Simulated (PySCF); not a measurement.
# Stretching KC

Set-up: K 6-311G(d,p), C 6-311G(d,p); no relativity (PySCF 2.14). Energies in eV from K + C in their ground configurations at the same level. State: ⁴Σ⁻ (quartet), unpaired electrons σ ↑, π ↑↑.

```json
{"R (Å)": "2.166", "BHandHLYP": "-1.281", "UHF-CCSD(T)": "", "MN15": "-1.623"}
{"R (Å)": "2.266", "BHandHLYP": "-1.524", "UHF-CCSD(T)": "-1.405", "MN15": "-1.853"}
{"R (Å)": "2.367", "BHandHLYP": "-1.662", "UHF-CCSD(T)": "-1.562", "MN15": "-1.982"}
{"R (Å)": "2.442", "BHandHLYP": "-1.713", "UHF-CCSD(T)": "-1.623", "MN15": "-2.028"}
{"R (Å)": "2.518", "BHandHLYP": "-1.730", "UHF-CCSD(T)": "-1.648", "MN15": "-2.042"}
{"R (Å)": "2.594", "BHandHLYP": "-1.719", "UHF-CCSD(T)": "-1.643", "MN15": "-2.030"}
{"R (Å)": "2.694", "BHandHLYP": "-1.674", "UHF-CCSD(T)": "-1.603", "MN15": "-1.985"}
{"R (Å)": "2.820", "BHandHLYP": "-1.583", "UHF-CCSD(T)": "-1.515", "MN15": "-1.895"}
{"R (Å)": "2.971", "BHandHLYP": "-1.445", "UHF-CCSD(T)": "-1.377", "MN15": "-1.759"}
{"R (Å)": "3.173", "BHandHLYP": "-1.243", "UHF-CCSD(T)": "", "MN15": "-1.558"}
```

Question: Put a parabola through the three lowest points of the BHandHLYP curve and estimate Re, k and ωe (reduced mass 9.174 u; 1 eV/Å² = 0.16022 mdyn/Å; ωe = 1302.8·√(k/μ) cm⁻¹).

Answer: Through R = 2.442, 2.518, 2.594 Å the second-order coefficient is 2.42 eV/Å², so Re ≈ 2.526 Å, k ≈ 0.777 mdyn/Å and ωe ≈ 379 cm⁻¹. A polynomial fit of higher order to the unrounded BHandHLYP energies gives Re = 2.523 Å, k = 0.739 mdyn/Å, ωe = 370 cm⁻¹; anharmonicity and rounding make the difference.

The higher-order fit for each curve: BHandHLYP: Re = 2.523 Å, ωe = 370 cm⁻¹, De = 1.73 eV; UHF-CCSD(T): Re = 2.541 Å, ωe = 372 cm⁻¹, De = 1.65 eV; MN15: Re = 2.517 Å, ωe = 364 cm⁻¹, De = 2.04 eV.

Correlated steps freeze 6 core orbitals. The state was picked by a PBE0 search and need not be the measured ground state.
